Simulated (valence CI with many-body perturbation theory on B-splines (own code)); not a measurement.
# Energy levels of As2+

Method: configuration interaction combined with many-body perturbation theory (CI+MBPT): three valence electrons over a frozen Dirac-Fock core [Ar] 3d10, a basis of 11 s, 11 p, 10 d, 8 f, 5 g, 2 h functions for each j, with the one-electron correlation potential Σ1 (screened to all orders), the two-electron term Σ2, the three-electron term Σ3, Breit, model QED; selected single and double excitations, second order for the rest, scaled by the run's own slope (own B-spline code, finite nucleus).

Set against measurement, 13 paired levels are off by 212 cm⁻¹ on average, the worst by 566. These come from a selection out of Moore, Atomic Energy Levels, vol. II, NSRDS-NBS 35 (1971 reprint of NBS Circular 467, 1952), an old analysis. Levels without a partner in it may be off by more.

Levels 46 to 76 of 76, with energies above the lowest level, 4s2.4p 2P°_1/2. "Leading %" is the weight of the configuration and term that name the level; weights of strongly mixed levels are sums over their largest components and can fall short. In the jj column 3d3/2^4 stands for four electrons in 3d with j = 3/2. Lifetimes count E1, E2, E3, M1 and M2 decay at the calculated energies, and are blank where another channel may lead or the interval is too uncertain; long ones can be off by a factor of two.

```csv
No.,Configuration,Term,J,E (cm⁻¹),Leading %,Second component,Leading jj,Lifetime
46,4s2.5g,2G,9/2,188341,96,,4s^2 5g9/2 (96 %),2.82 ns
47,4s.4p.5s,2P°,3/2,189195,61,11 % 4p3 2P°,4s 4p3/2 5s (56 %),251 ps
48,4s.4p.4d,4P°,5/2,189210,57,36 % 4s.4p.4d 4D°,4s 4p3/2 4d5/2 (42 %),205 ps
49,4s.4p.4d,4P°,3/2,189551,72,15 % 4s.4p.4d 4D°,4s 4p3/2 4d3/2 (66 %),245 ps
50,4s.4p.4d,4P°,1/2,189659,91,4 % 4s.4p.4d 4D°,4s 4p3/2 4d3/2 (89 %),253 ps
51,4s2.7p,2P°,1/2,192337,90,5 % 4s.4p.5s 2P°,4s^2 7p1/2 (90 %),11.5 ns
52,4s2.7p,2P°,3/2,192747,82,13 % 4s.4p.5s 2P°,4s^2 7p3/2 (82 %),3.98 ns
53,4s.4p.4d,2F°,5/2,195836,90,,4s 4p1/2 4d5/2 (47 %),225 ps
54,4s.4p.4d,2D°,3/2,197675,62,32 % 4p3 2D°,4s 4p3/2 4d5/2 (25 %),145 ps
55,4s.4p.4d,2D°,5/2,197882,60,29 % 4p3 2D°,4s 4p3/2 4d5/2 (38 %),148 ps
56,4s.4p.4d,2F°,7/2,198306,95,,4s 4p3/2 4d3/2 (47 %),213 ps
57,4s2.6f,2F°,5/2,199470,91,,4s^2 6f5/2 (91 %),2.91 ns
58,4s2.6f,2F°,7/2,199472,90,,4s^2 6f7/2 (90 %),5.27 ns
59,4s2.8s,2S,1/2,199747,96,,4s^2 8s (96 %),1.94 ns
60,4s2.7d,2D,3/2,200394,95,,4s^2 7d3/2 (95 %),3.22 ns
61,4s2.7d,2D,5/2,200421,95,,4s^2 7d5/2 (95 %),3.40 ns
62,4s2.6g,2G,7/2,200580,96,,4s^2 6g7/2 (96 %),4.95 ns
63,4s2.6g,2G,9/2,200580,96,,4s^2 6g9/2 (96 %),4.95 ns
64,4s2.6h,2H°,11/2,200679,96,,4s^2 6h11/2 (96 %),7.38 ns
65,4s2.6h,2H°,9/2,200679,96,,4s^2 6h9/2 (96 %),7.38 ns
66,4s2.8p,2P°,1/2,202802,95,,4s^2 8p1/2 (95 %),14.8 ns
67,4s2.8p,2P°,3/2,202928,95,,4s^2 8p3/2 (95 %),18.9 ns
68,4s.4p.5p,4D,1/2,204250,80,16 % 4s.4p.5p 2P,4s 4p1/2 5p1/2 (91 %),3.30 ns
69,4s.4p.5p,4D,3/2,205097,86,8 % 4s.4p.5p 2P,4s 4p1/2 5p1/2 (50 %),3.23 ns
70,4s.4p.5p,4D,5/2,206384,90,5 % 4s.4p.5p 4P,4s 4p1/2 5p3/2 (53 %),3.20 ns
71,4s.4p.5p,2P,1/2,206748,76,14 % 4s.4p.5p 4D,4s 4p1/2 5p3/2 (53 %),3.10 ns
72,4s.4p.5p,2P,3/2,206860,62,16 % 4s.4p.5p 4P,4s 4p1/2 5p3/2 (52 %),3.08 ns
73,4s2.7f,2F°,7/2,207141,91,,4s^2 7f7/2 (91 %),3.92 ns
74,4s2.7f,2F°,5/2,207151,91,,4s^2 7f5/2 (91 %),3.66 ns
75,4s2.9s,2S,1/2,207457,94,,4s^2 9s (94 %),3.23 ns
76,4s.4p.5p,4P,1/2,207785,88,,4s 4p1/2 5p1/2 (53 %),3.38 ns
```

Names give the largest LS component (configuration and term), which can be under half, so a name can repeat, a term be missing and a line seem to break the LS rules; names also repeat where a configuration has a term twice.

Where two levels of one J and parity lie close, their mixing, g and order are uncertain.
